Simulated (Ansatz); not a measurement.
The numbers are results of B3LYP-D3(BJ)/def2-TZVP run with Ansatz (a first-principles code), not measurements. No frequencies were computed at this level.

Ansatz 0.2 input:
```yaml
crystal:
  periodic: [false, false, false]
  atoms:
    - { symbol: Br, position_ang: [-0.970909, 1.637263, -0.006865] }
    - { symbol: B, position_ang: [-0.053694, 0.001203, -0.000261] }
    - { symbol: Br, position_ang: [-1.031972, -1.599076, -0.000708] }
    - { symbol: I, position_ang: [2.056576, -0.039392, 0.007833] }
basis:
  gaussian: { orbitals: def2-tzvp }
hamiltonian:
  xc: b3lyp
  dispersion: d3bj
relax:
  max_steps: 150
```

Output:

```
Functional definition: B3LYP
1406 factors; their error is unknown
mean field evaluation 1: about -148875.2280 eV, gradient 1.7e1 eV
mean field evaluation 2: about -148874.1710 eV, gradient 2.6e1 eV
mean field evaluation 4: about -148875.8496 eV, gradient 7.0e-1 eV
mean field evaluation 8: about -148876.7575 eV, gradient 1.5e-1 eV
mean field evaluation 16: about -148876.7576 eV, gradient 5.0e-5 eV
mean field -148876.75755455 eV, -5471.1199278391 hartree, gradient 5.0e-5 eV, S^2 0.000000; 0 other end points of the search recorded, 0 dependent functions left out
reference -148876.75778375 eV, -5471.1199362621 hartree; 50, 50 occupied and 127, 127 virtual orbitals, 1406 factors
relax step   1: F+E_penalty+E_count = -148877.10218620 eV  Δ(F+E_penalty+E_count) = +0.000e0 eV  max|allowed force component| = 6.597e-1 eV/Å  Δτ_max = 0.0000 Å  (26 SCF iters, accepted)
these checks for a lower state are left out or cut short: starts, cluster_reference, orbital_swaps, neighbouring_geometries, increment
1406 factors; their error is unknown
mean field -148876.78409684 eV, -5471.1209032503 hartree, gradient 8.8e-6 eV, S^2 0.000000; 0 other end points of the search recorded, 0 dependent functions left out
reference -148876.78432712 eV, -5471.1209117128 hartree; 50, 50 occupied and 127, 127 virtual orbitals, 1406 factors
relax step   2: F+E_penalty+E_count = -148877.12520468 eV  Δ(F+E_penalty+E_count) = -2.302e-2 eV  max|allowed force component| = 2.870e-1 eV/Å  Δτ_max = 0.0304 Å  (31 SCF iters, accepted)
these checks for a lower state are left out or cut short: starts, cluster_reference, orbital_swaps, neighbouring_geometries, increment
1406 factors; their error is unknown
mean field -148876.78665286 eV, -5471.1209971822 hartree, gradient 8.5e-6 eV, S^2 0.000000; 0 other end points of the search recorded, 0 dependent functions left out
reference -148876.78688327 eV, -5471.1210056497 hartree; 50, 50 occupied and 127, 127 virtual orbitals, 1406 factors
relax step   3: F+E_penalty+E_count = -148877.12722522 eV  Δ(F+E_penalty+E_count) = -2.021e-3 eV  max|allowed force component| = 1.003e-1 eV/Å  Δτ_max = 0.0080 Å  (32 SCF iters, accepted)
these checks for a lower state are left out or cut short: starts, cluster_reference, orbital_swaps, neighbouring_geometries, increment
1406 factors; their error is unknown
mean field evaluation 32: about -148875.8774 eV, gradient 7.7e-4 eV
mean field -148876.78686902 eV, -5471.1210051258 hartree, gradient 8.6e-6 eV, S^2 0.000000; 0 other end points of the search recorded, 0 dependent functions left out
reference -148876.78709942 eV, -5471.1210135929 hartree; 50, 50 occupied and 127, 127 virtual orbitals, 1406 factors
relax step   4: F+E_penalty+E_count = -148877.12748661 eV  Δ(F+E_penalty+E_count) = -2.614e-4 eV  max|allowed force component| = 4.479e-3 eV/Å  Δτ_max = 0.0030 Å  (33 SCF iters, accepted)
1406 factors; their error is unknown
mean field -148876.78686902 eV, -5471.1210051258 hartree, gradient 8.7e-6 eV, S^2 0.000000; 1 other end points of the search recorded, 0 dependent functions left out
reference -148876.78709942 eV, -5471.1210135929 hartree; 50, 50 occupied and 127, 127 virtual orbitals, 1406 factors
Total energy: -148877.12771701 eV, -5471.1335310587 hartree
Atom 0 at    -0.978498     1.668710    -0.006976 Å, force     0.001178    -0.001148     0.000010 eV/Å
Atom 1 at    -0.053437     0.001142    -0.000202 Å, force    -0.004479    -0.000108    -0.000027 eV/Å
Atom 2 at    -1.040874    -1.630234    -0.000700 Å, force    -0.000623     0.000293     0.000001 eV/Å
Atom 3 at     2.072810    -0.039620     0.007877 Å, force     0.003924     0.000963     0.000016 eV/Å
Dipole moment:     0.031115    -0.000585     0.000118 e Å
```

Cost: around 70 core-seconds (rough).
